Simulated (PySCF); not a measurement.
Te(H)(tBu) (C4H10Te), SMILES CC(C)([TeH])C. The structure is a stationary point at PBE-D3(BJ)/def2-SVP. The def2 effective core potentials stand for the cores of Te; spin–orbit coupling is left out.

Calculation: PBE-D3(BJ)/def2-SVP (PySCF).

Harmonic wavenumbers (cm⁻¹): 139, 217, 232, 247, 252, 289, 298, 372, 374, 488, 606, 803, 913, 919, 925, 1000, 1001, 1121, 1206, 1206, 1331, 1331, 1355, 1390, 1401, 1405, 1416, 1421, 1434, 2049, 2941, 2945, 2953, 3035, 3036, 3039, 3062, 3075, 3076. Rotational constants (GHz): 4.386, 1.496, 1.484; symmetry number 1.

**Question.** Work out the zero-point energy and the ideal-gas rigid-rotor harmonic-oscillator thermochemistry at 298.15 K and 1 atm.

**Answer.** ZPE = ½ Σ hcν = ½ × 54302 cm⁻¹ = 324.80 kJ/mol. H − E(el) = 347.93 kJ/mol. Entropy in J/(mol K): translation 173.90, rotation 116.70, vibration 72.82, total 363.42. G − E(el) = 239.58 kJ/mol. Cp = 126.45 J/(mol K). Modes under 150 cm⁻¹ make the vibrational entropy uncertain.
